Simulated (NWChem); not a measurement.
System: C3HClF2; SMILES FC(F)=C=CCl

NWChem printed, in part:

```
             Northwest Computational Chemistry Package (NWChem) 7.3.0
             --------------------------------------------------------

                             Geometry "geometry" -> ""
                             -------------------------

 Output coordinates in angstroms (scale by  1.889725989 to convert to a.u.)

  No.       Tag          Charge          X              Y              Z
 ---- ---------------- ---------- -------------- -------------- --------------
    1 F                    9.0000     0.19562400    -2.16664100     1.08833700
    2 C                    6.0000    -0.02097300    -1.43742800     0.00000000
    3 F                    9.0000     0.19562400    -2.16664100    -1.08833700
    4 C                    6.0000    -0.41105300    -0.18004800     0.00000000
    5 C                    6.0000    -0.78700900     1.07927000     0.00000000
    6 Cl                  17.0000     0.32095200     2.43430600     0.00000000
    7 H                    1.0000    -1.84144700     1.40606100     0.00000000

 Effective nuclear repulsion energy (a.u.)     249.5001024568

                                 NWChem DFT Module
                                 -----------------

 Summary of "ao basis" -> "ao basis" (spherical)
 ------------------------------------------------------------------------------
       Tag                 Description            Shells   Functions and Types
 ---------------- ------------------------------  ------  ---------------------
 F                          def2-svp                 6       14   3s2p1d
 C                          def2-svp                 6       14   3s2p1d
 Cl                         def2-svp                 8       18   4s3p1d
 H                          def2-svp                 3        5   2s1p

 in cosmo_initialize ...
 calling solv_data for solv:etoac

 solvent parameters
 solvname_short: etoac
 solvname_long:  ethyl acetate
 dielec:        5.9867
 dielecinf:     1.8832
 nonaqueous SMD model solvent descriptors
 dielec:        5.9867
 sola:          0.0000
 solb:          0.4500
 solc:          0.0000
 solg:         33.6700
 solh:          0.0000
 soln:          1.3723

          ---------------
          -cosmo- solvent
          ---------------
 Cosmo: York-Karplus, doi: 10.1021/jp992097l
 dielectric constant -eps-     =   5.99
 screen = (eps-1)/(eps    )    =   0.83296
 surface charge correction     = lagrangian

   van der Waals surface
 --------------------------

 ---------- ATOMIC COORDINATES (A.U.) ------------ VDWR(ANG.) --
     1    0.36967576   -4.09435781    2.05665871     1.730
     2   -0.03963322   -2.71634505    0.00000000     1.850
     3    0.36967576   -4.09435781   -2.05665871     1.730
     4   -0.77677754   -0.34024138    0.00000000     1.850
     5   -1.48723136    2.03952457    0.00000000     1.850
     6    0.60651134    4.60017131    0.00000000     2.380
     7   -3.47983025    2.65707001    0.00000000     1.200
 number of segments per atom =        128
 number of   points per atom =        128
 atom (   nspa,  nppa )
 ----------------------
    1 (     84,     0 )       0
    2 (     30,     0 )       0
    3 (     84,     0 )       0
    4 (     50,     0 )       0
    5 (     34,     0 )       0
    6 (    102,     0 )       0
    7 (     52,     0 )       0
 number of -cosmo- surface points =      436
 molecular surface =    136.163 angstrom**2
 molecular volume  =    114.441 angstrom**3
 -lineq- algorithm             =   0
 -bem- low  level              =   3
 -bem- from -octahedral-
 gaussian surface charge width =   4.50000
 degree of switching           =   1.00000
 switching function tolerance  =   0.00010
 atomic radii =
 --------------
    1  9.000  1.730
    2  6.000  1.850
    3  9.000  1.730
    4  6.000  1.850
    5  6.000  1.850
    6 17.000  2.380
    7  1.000  1.200
 ...... end of -cosmo- initialization ......

 nat:                     7
 ixmem:                  2814
 calling mnsol_interface()
 G(SMD-CDS) energy (kcal/mol)  =     0.194
 SMD-CDS SASA (angstrom**2)    =   140.273

            General Information
            -------------------
          SCF calculation type: DFT
          Wavefunction type:  closed shell.
          No. of atoms     :     7
          No. of electrons :    54
           Alpha electrons :    27
            Beta electrons :    27
          Charge           :     0
          Spin multiplicity:     1
          Use of symmetry is: off; symmetry adaption is: off
          Maximum number of iterations: 150
          AO basis - number of functions:    93
                     number of shells:    41
          Convergence on energy requested:  1.00D-06
          Convergence on density requested:  1.00D-05
          Convergence on gradient requested:  5.00D-04

              XC Information
              --------------
                         B3LYP Method XC Potential
                     Hartree-Fock (Exact) Exchange  0.200
                        Slater Exchange Functional  0.800 local
                    Becke 1988 Exchange Functional  0.720 non-local
              Lee-Yang-Parr Correlation Functional  0.810
                  VWN I RPA Correlation Functional  0.190 local

             Grid Information
             ----------------
          Grid used for XC integration:  medium
          Radial quadrature: Mura-Knowles
          Angular quadrature: Lebedev.
          Tag              B.-S. Rad. Rad. Pts. Rad. Cut. Ang. Pts.
          ---              ---------- --------- --------- ---------
          F                   0.50       49          11.0       434
          C                   0.70       49          10.0       434
          Cl                  1.00       88          10.0       590
          H                   0.35       45          10.0       434
          Grid pruning is: on
          Number of quadrature shells:   378
          Spatial weights used:  Erf1

      Superposition of Atomic Density Guess
      -------------------------------------

 Sum of atomic energies:        -771.28225253

      Non-variational initial energy
      ------------------------------

 Total energy =    -773.509783
 1-e energy   =   -1561.498246
 2-e energy   =     538.488360
 HOMO         =      -0.258967
 LUMO         =       0.000610

   convergence    iter        energy       DeltaE   RMS-Dens  Diis-err
 ---------------- ----- ----------------- --------- --------- ---------
     COSMO gas phase
 d= 0,ls=0.0,diis     1   -774.1943738191 -1.02D+03  2.18D-02  1.30D+00
 d= 0,ls=0.0,diis     2   -774.0960600646  9.83D-02  1.16D-02  2.41D+00
 d= 0,ls=0.0,diis     3   -774.3430767586 -2.47D-01  2.04D-03  3.32D-02
 d= 0,ls=0.0,diis     4   -774.3454141432 -2.34D-03  1.08D-03  1.13D-02
 d= 0,ls=0.0,diis     5   -774.3467889086 -1.37D-03  3.45D-04  1.94D-03
  Resetting Diis
 d= 0,ls=0.0,diis     6   -774.3469993527 -2.10D-04  8.06D-05  3.13D-05
 d= 0,ls=0.0,diis     7   -774.3470027812 -3.43D-06  7.60D-05  1.03D-05
 d= 0,ls=0.0,diis     8   -774.3469992980  3.48D-06  4.81D-05  3.47D-05
 d= 0,ls=0.0,diis     9   -774.3470041861 -4.89D-06  5.77D-06  4.34D-07
 d= 0,ls=0.0,diis    10   -774.3470042363 -5.02D-08  7.91D-07  6.44D-09

   convergence    iter        energy       DeltaE   RMS-Dens  Diis-err
 ---------------- ----- ----------------- --------- --------- ---------
     COSMO solvation phase
 d= 0,ls=0.0,diis     1   -774.3493216671 -2.32D-03  1.17D-03  9.27D-04
 d= 0,ls=0.0,diis     2   -774.3495729972 -2.51D-04  3.07D-04  4.07D-04
 d= 0,ls=0.0,diis     3   -774.3496049467 -3.19D-05  9.80D-05  1.60D-04
 d= 0,ls=0.0,diis     4   -774.3496218271 -1.69D-05  3.35D-05  9.99D-06
 d= 0,ls=0.0,diis     5   -774.3496228761 -1.05D-06  1.18D-05  2.00D-06
 d= 0,ls=0.0,diis     6   -774.3496231306 -2.55D-07  3.27D-06  1.16D-07

         Total DFT energy =     -774.349623130630
      One electron energy =    -1562.993755129504
           Coulomb energy =      604.999156343063
    Exchange-Corr. energy =      -65.732953604620
 Nuclear repulsion energy =      249.500102456803

             COSMO energy =       -0.122173196373

 Numeric. integr. density =       54.000002320346

                                COSMO-SMD solvation results
                                ---------------------------

             internal energy in gas <Psi(g)|H|Psi(g)> =      -774.347004236263
         internal energy in solvent <Psi(s)|H|Psi(s)> =      -774.346647727789
                               delta internal energy  =         0.000356508474 (    0.22 kcal/mol)
   total free energy in solvent <Psi(s)|H+V/2|Psi(s)> =      -774.349932510401
 polarization energy contribution <Psi(s)|V/2|Psi(s)> =        -0.003284782612 (   -2.06 kcal/mol)
    total free energy in solvent including G(SMD-CDS) =      -774.349623130630
                       G(SMD-CDS) energy contribution =         0.000309379771 (    0.19 kcal/mol)
     1 M fixed-concentration free energy of solvation =        -0.002618894367 (   -1.64 kcal/mol)

                       DFT Final Molecular Orbital Analysis
                       ------------------------------------

 Vector   25  Occ=2.000000D+00  E=-3.213635D-01
              MO Center=  1.9D-01,  2.3D+00, -9.4D-11, r^2= 1.5D+00
   Bfn.  Coefficient  Atom+Function         Bfn.  Coefficient  Atom+Function
  ----- ------------  ---------------      ----- ------------  ---------------
    81      0.508436  6 Cl px                78      0.389696  6 Cl px
    82     -0.380005  6 Cl py                79     -0.273372  6 Cl py
    75      0.224122  6 Cl px                76     -0.158369  6 Cl py
    89      0.151246  7 H  s                 60     -0.110546  5 C  px
    44     -0.092568  4 C  s                 47     -0.078170  4 C  py

 Vector   26  Occ=2.000000D+00  E=-2.833972D-01
              MO Center= -1.7D-01,  1.0D+00,  1.7D-10, r^2= 3.0D+00
   Bfn.  Coefficient  Atom+Function         Bfn.  Coefficient  Atom+Function
  ----- ------------  ---------------      ----- ------------  ---------------
    83      0.456782  6 Cl pz                48     -0.382242  4 C  pz
    80      0.322569  6 Cl pz                62     -0.286667  5 C  pz
    51     -0.245328  4 C  pz                77      0.185844  6 Cl pz
    65     -0.158003  5 C  pz                 5     -0.101397  1 F  py
    33      0.101397  3 F  py                 8      0.071122  1 F  py

 Vector   27  Occ=2.000000D+00  E=-2.748999D-01
              MO Center= -2.1D-01, -6.2D-01,  4.5D-10, r^2= 2.6D+00
   Bfn.  Coefficient  Atom+Function         Bfn.  Coefficient  Atom+Function
  ----- ------------  ---------------      ----- ------------  ---------------
    46      0.403375  4 C  px                18      0.361589  2 C  px
    49      0.286605  4 C  px                 4      0.217808  1 F  px
    32      0.217808  3 F  px                82      0.169696  6 Cl py
     7     -0.165234  1 F  px                35     -0.165234  3 F  px
    50      0.154677  4 C  py                79      0.136890  6 Cl py

 Vector   28  Occ=0.000000D+00  E=-4.349387D-02
              MO Center= -4.7D-01,  3.2D-01,  1.7D-10, r^2= 2.7D+00
   Bfn.  Coefficient  Atom+Function         Bfn.  Coefficient  Atom+Function
  ----- ------------  ---------------      ----- ------------  ---------------
    65      0.553741  5 C  pz                62      0.462983  5 C  pz
    51     -0.444934  4 C  pz                48     -0.383127  4 C  pz
    83     -0.240903  6 Cl pz                20     -0.203995  2 C  pz
    23     -0.172871  2 C  pz                 5     -0.138247  1 F  py
    33      0.138247  3 F  py                 3      0.123890  1 F  s

 Vector   29  Occ=0.000000D+00  E=-2.193909D-02
              MO Center= -1.8D-01, -1.6D-02, -9.6D-10, r^2= 3.8D+00
   Bfn.  Coefficient  Atom+Function         Bfn.  Coefficient  Atom+Function
  ----- ------------  ---------------      ----- ------------  ---------------
    18      0.483671  2 C  px                82     -0.435857  6 Cl py
    21      0.413789  2 C  px                74      0.321328  6 Cl s
    46     -0.310097  4 C  px                81     -0.300740  6 Cl px
    63     -0.294616  5 C  px                64     -0.271417  5 C  py
    49     -0.238397  4 C  px                59     -0.194798  5 C  s

 Vector   30  Occ=0.000000D+00  E= 6.627940D-02
              MO Center= -1.1D+00,  1.4D+00, -4.1D-10, r^2= 3.7D+00
   Bfn.  Coefficient  Atom+Function         Bfn.  Coefficient  Atom+Function
  ----- ------------  ---------------      ----- ------------  ---------------
    59      1.506884  5 C  s                 90     -1.441745  7 H  s
    45     -0.634635  4 C  s                 58      0.449343  5 C  s
    74     -0.420680  6 Cl s                 81      0.393004  6 Cl px
    64      0.383963  5 C  py                82      0.383364  6 Cl py
    17      0.341383  2 C  s                 61      0.252240  5 C  py

     Multipole analysis of the density
     ---------------------------------

     L   x y z        total         alpha         beta         nuclear
     -   - - -        -----         -----         ----         -------
     0   0 0 0     -0.000000    -27.000000    -27.000000     54.000000

     1   1 0 0     -0.534264     -0.098719     -0.098719     -0.336827
     1   0 1 0      0.248824     -0.405173     -0.405173      1.059171
     1   0 0 1      0.000000      0.000000      0.000000      0.000000

     2   2 0 0    -26.606627    -32.165074    -32.165074     37.723521
     2   1 1 0     -1.079838      1.973831      1.973831     -5.027500
     2   1 0 1      0.000000      0.000000      0.000000      0.000000
     2   0 2 0    -30.298745   -384.388538   -384.388538    738.478330
     2   0 1 1     -0.000000     -0.000000     -0.000000      0.000000
     2   0 0 2    -30.025392    -53.081302    -53.081302     76.137211
```

Level: B3LYP/def2-SVP, SMD on the gas-phase geometry. Coordinates come from a PBE-D3(BJ)/def2-SVP optimisation. B3LYP is NWChem's, with the RPA form of VWN correlation. Solvent: ethyl acetate.

Which NWChem input produces such a log?

Several could match; the one computed here: the input that was run:
```
start job
memory heap 200 mb stack 900 mb global 1100 mb
geometry units angstroms noautosym nocenter noautoz
  F      0.195624    -2.166641     1.088337
  C     -0.020973    -1.437428     0.000000
  F      0.195624    -2.166641    -1.088337
  C     -0.411053    -0.180048     0.000000
  C     -0.787009     1.079270     0.000000
  Cl     0.320952     2.434306     0.000000
  H     -1.841447     1.406061     0.000000
end
basis spherical
  * library def2-svp
end
dft
  xc b3lyp
  iterations 150
end
cosmo
  do_cosmo_smd true
  solvent etoac
end
task dft energy
```
